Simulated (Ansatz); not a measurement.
The inner images of a band of GaH₃O (5 atoms, charge 0, multiplicity 1) are given out of order.

Theory: RKS PBE/def2-SVP (Ansatz 0.2.0).

Image 0:

```xyz
5
Properties=species:S:1:pos:R:3
Ga 0.477 -0.003 0.017
O 0.798 -0.147 1.789
H -0.014 -0.244 2.321
H 1.804 0.128 -0.808
H -1.020 -0.015 -0.491
```

Image 8:

```xyz
5
Properties=species:S:1:pos:R:3
Ga -0.233 0.906 -0.635
O 1.157 0.104 1.162
H 0.351 -0.477 1.192
H 1.881 -0.478 0.861
H -1.110 -0.336 0.248
```

Q: Put them in order from the first end to the last, with their energies above the first end.
A.
```xyz
5
Properties=species:S:1:pos:R:3
Ga 0.289 0.060 -0.120
O 0.774 0.136 1.624
H 0.391 -0.441 2.298
H 1.815 -0.122 -0.355
H -1.224 0.085 -0.618
```
B.
```xyz
5
Properties=species:S:1:pos:R:3
Ga 0.373 0.032 -0.037
O 0.778 0.019 1.720
H 0.176 -0.391 2.359
H 1.826 0.027 -0.608
H -1.108 0.032 -0.605
```
C.
```xyz
5
Properties=species:S:1:pos:R:3
Ga -0.059 0.479 -0.859
O 0.999 0.058 1.194
H 0.732 -0.707 1.740
H 1.904 -0.139 0.890
H -1.530 0.028 -0.137
```
D.
```xyz
5
Properties=species:S:1:pos:R:3
Ga 0.125 0.228 -0.735
O 0.995 0.149 1.371
H 0.777 -0.599 1.971
H 1.649 -0.144 0.660
H -1.501 0.084 -0.438
```
E.
```xyz
5
Properties=species:S:1:pos:R:3
Ga 0.231 0.137 -0.453
O 0.889 0.167 1.450
H 0.622 -0.497 2.125
H 1.681 -0.162 0.288
H -1.377 0.073 -0.581
```
F.
```xyz
5
Properties=species:S:1:pos:R:3
Ga -0.178 0.756 -0.766
O 1.075 0.072 1.112
H 0.533 -0.680 1.420
H 1.968 -0.285 0.947
H -1.353 -0.145 0.116
```
G.
```xyz
5
Properties=species:S:1:pos:R:3
Ga 0.254 0.111 -0.262
O 0.798 0.160 1.532
H 0.521 -0.486 2.200
H 1.779 -0.136 -0.021
H -1.306 0.069 -0.620
```

A: B (+0.17 eV), A (+0.69 eV), G (+1.61 eV), E (+2.24 eV), D (+1.22 eV), C (+0.97 eV), F (+0.94 eV).

Run time: 2.5 min on 1 thread of Arm Neoverse V1 (shared host), peak memory 0.1 GiB.
